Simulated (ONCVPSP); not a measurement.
## Configuration tests for Ga (Z = 31) (ONCV)

- Element: gallium
- Generator: ONCVPSP 4.0.1
- Type: optimised norm-conserving Vanderbilt (ONCV)
- Functional: PBE
- Relativity: scalar-relativistic
- Frozen core: [Ar] 3d10
- Valence charge: 3
- Reference configuration: 4s2 4p1
- Partial waves: 4s: rc 2.10 bohr, ncon 5, nbas 9, qcut 3.4 1/bohr, 2 projectors, debl 2.6 Ha; 4p: rc 2.05 bohr, ncon 5, nbas 8, qcut 4.3 1/bohr, 2 projectors, debl 2.7 Ha
- Local potential: polynomial inside 1.35 bohr (lpopt 5, dvloc0 6 Ha)
- Core correction: none

Energies are relative to the spin-unpolarised reference configuration 4s2 4p1; without spin polarisation the order of configurations can differ from experiment.

| valence configuration | charge | ΔE all-electron (eV) | error AE − PS (meV) |
| --- | --- | --- | --- |
| 4s2 4p0 | +1 | 5.688 | +9.0 |
| 4s1 4p0 | +2 | 26.817 | +53 |
| 4s0 4p3 | 0 | 13.371 | +82 |

Task: What are ΔE and the potential's error for 4s2 4p0.5?

Result: ΔE = 2.030 eV all-electron; the error (AE − PS) is +1.5 meV.

Levels in the configuration 4s2 4p0:

```tsv
level	all-electron (eV)	pseudo (eV)
4s	-16.332	-16.339
```
